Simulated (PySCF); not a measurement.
Give a PBE0-D3(BJ)/def2-SVP geometry of `C=CB([SiH3])S[SiH3]`.

Z-matrix in Å and degrees, rows numbered from 1:
```
C 
C   1  1.3440
B   2  1.5582  1  124.66
Si  3  2.0279  2  119.13  1  -178.17
S   3  1.8069  2  116.95  1     0.13
Si  5  2.1610  3  105.95  2   179.34
H   1  1.0952  2  122.28  3   179.91
H   1  1.0963  2  121.39  3    -0.15
H   2  1.0978  1  117.16  3   179.98
H   4  1.4985  3  113.01  2  -140.66
H   4  1.4976  3  111.02  2   -19.13
H   4  1.4999  3  110.00  2    99.96
H   6  1.4903  5  105.06  3   168.49
H   6  1.4904  5  111.13  3   -72.87
H   6  1.4912  5  110.58  3    49.67
```

Si6 (SiH3 silicon) is distorted tetrahedral (angles from 105.1° to 111.1°). Si4 (SiH3 silicon) is distorted tetrahedral (angles from 106.9° to 113.0°). Of the pairs four or more bonds apart, S5···H8 is among the closest relative to their van der Waals radii: 2.74 Å, 91 % of the sum of Bondi's values. S5 (sulfur bonded to B and Si) is bent (angle 105.9°).

Computed, not measured: PBE0-D3(BJ)/def2-SVP geometry optimisation, gas phase (PySCF).

Not checked by PBE0-D3(BJ)/def2-SVP frequencies. The numbers are those of one conformer (C1–C2–B3–Si4 -178°, C2–B3–S5–Si6 179°).
